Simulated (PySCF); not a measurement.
# Basis and Hamiltonian dependence of the ionisation energy of F⁺

F⁺ [He] 2s2 2p4 (3P) → F²⁺ [He] 2s2 2p3 (4S). All values are computed (PySCF 2.14, energy differences of UHF-based or UKS calculations, no spin-orbit coupling). Values in eV.

```
                                                            basis       Hamiltonian  functions     UHF  r2SCAN    PBE0  MP2 (valence)  CCSD(T) (valence)  CCSD(T) (valence and next inner shell)
                                                           6-31G*  non-relativistic         14  33.437     n/a     n/a         34.276             34.311                                     n/a
                                                          cc-pVDZ  non-relativistic         14  33.410     n/a  35.308         34.227             34.244                                     n/a
                                                       x2c-SVPall     spin-free X2C         14  33.515     n/a  35.399         34.347             34.366                                     n/a
                                                      aug-cc-pVDZ  non-relativistic         23  33.353  35.102  35.255         34.244             34.279                                     n/a
                                                       dyall-av2z  non-relativistic         42  33.346  35.073  35.219         34.361                n/a                                     n/a
                                                   aug-cc-pVTZ-DK     spin-free X2C         46  33.378  35.099  35.240         34.607                n/a                                     n/a
                                                     x2c-QZVPPall     spin-free X2C         57  33.387  35.112  35.246         34.731             34.796                                  34.815
                                                    aug-cc-pwCVTZ  non-relativistic         59  33.374  35.107  35.248         34.633             34.696                                  34.724
                                                  aug-cc-pCVTZ-DK     spin-free X2C         59  33.367  35.102  35.241         34.617             34.681                                  34.707
                                                       dyall-av3z     spin-free X2C         71  33.376  35.111  35.242         34.634             34.700                                     n/a
x2c-QZVPPall with one added diffuse shell each of s, p, d, f type     spin-free X2C         73  33.388  35.112  35.246         34.735             34.801                                  34.820
                                                   aug-cc-pVQZ-DK     spin-free X2C         80  33.381  35.103  35.244         34.741             34.806                                     n/a
                                                      aug-cc-pVQZ  non-relativistic         80  33.394  35.116  35.257         34.754             34.818                                     n/a
                                                    aug-cc-pwCVQZ  non-relativistic        109  33.394  35.119  35.258         34.774                n/a                                     n/a
```

Extrapolation of MP2 (valence) from aug-cc-pVTZ-DK and aug-cc-pVQZ-DK: the correlation parts are 1.230 and 1.361 eV; with the X⁻³ form and unrounded values, (4³ × 1.361 − 3³ × 1.230)/(4³ − 3³) = 1.456 eV, and adding the Hartree-Fock value 33.381 eV of the larger basis gives 34.837 eV.

Extrapolation of MP2 (valence) from aug-cc-pwCVTZ and aug-cc-pwCVQZ: the correlation parts are 1.259 and 1.380 eV; with the X⁻³ form and unrounded values, (4³ × 1.380 − 3³ × 1.259)/(4³ − 3³) = 1.468 eV, and adding the Hartree-Fock value 33.394 eV of the larger basis gives 34.862 eV.

Frozen in the all-electron rows: valence: 1s2; valence and next inner shell: nothing.

Reference for a calculation without spin-orbit coupling: 34.950 eV (measured, between term centres; NIST).
